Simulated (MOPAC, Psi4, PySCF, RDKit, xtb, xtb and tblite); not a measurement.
Two geometries of C7H6BF3, SMILES Bc1ccccc1C(F)(F)F, relaxed at GFN2-xTB with one dihedral held; other torsions can differ between them too.

Structure A

```
17

B      1.4949     1.7837    -0.3521
C      0.2301     0.8920    -0.1652
C      0.0851    -0.3345    -0.8162
C     -1.0303    -1.1292    -0.6229
C     -2.0537    -0.7109     0.2121
C     -1.9551     0.5099     0.8553
C     -0.8241     1.2894     0.6649
C     -0.7072     2.6156     1.3559
F     -0.0051     2.5407     2.5044
F     -0.0731     3.5339     0.5975
F     -1.8916     3.1542     1.6829
H      1.7722     2.1744    -1.4160
H      2.2034     1.9793     0.5551
H      0.8743    -0.6707    -1.4722
H     -1.1076    -2.0767    -1.1352
H     -2.9275    -1.3268     0.3570
H     -2.7485     0.8608     1.4976
```

Structure B

```
17

B     -1.5635     1.6721    -0.4533
C     -0.2938     0.7995    -0.2384
C      0.2236     0.6562     1.0560
C      1.3480    -0.1017     1.3270
C      2.0041    -0.7524     0.2972
C      1.5279    -0.6390    -0.9991
C      0.3999     0.1227    -1.2609
C     -0.0796     0.2147    -2.6867
F     -1.3271    -0.2612    -2.8493
F      0.6867    -0.4845    -3.5418
F     -0.0843     1.4754    -3.1557
H     -2.0427     1.8311    -1.5026
H     -2.0440     2.1814     0.4815
H     -0.2806     1.1599     1.8668
H      1.7129    -0.1855     2.3399
H      2.8828    -1.3472     0.4947
H      2.0373    -1.1455    -1.8047
```

Which is lower in energy at the level B3LYP-D3(BJ)/def2-SVP // GFN2-xTB run with Psi4, and by how much?

B is lower, by 3.00 kcal/mol (dihedral H12–B1–C2–C3: 60° in A, 180° in B).

E(B) − E(A) in kcal/mol at the other levels, on the same two geometries: GFN2-xTB (xtb and tblite) 0.62; B3LYP/def2-SVP // GFN2-xTB (Psi4) -3.05; PBE/def2-SVP // GFN2-xTB (Psi4) -2.56; PBE-D3(BJ)/def2-SVP // GFN2-xTB (Psi4) -2.53; UFF // GFN2-xTB (RDKit) -13.32; PM6, restricted, heats of formation // GFN2-xTB (MOPAC) 0.62; AM1, restricted, heats of formation // GFN2-xTB (MOPAC) -1.29; GFN1-xTB // GFN2-xTB (xtb) -0.13; restricted B3LYP/6-31G*, spherical d, density fitting // GFN2-xTB (PySCF) -3.00; restricted Hartree-Fock/3-21G, density fitting // GFN2-xTB (PySCF) -1.84; restricted Hartree-Fock/STO-3G // GFN2-xTB (PySCF) -0.65; restricted MP2 (frozen core)/6-31G*, spherical d // GFN2-xTB (PySCF) -2.50.
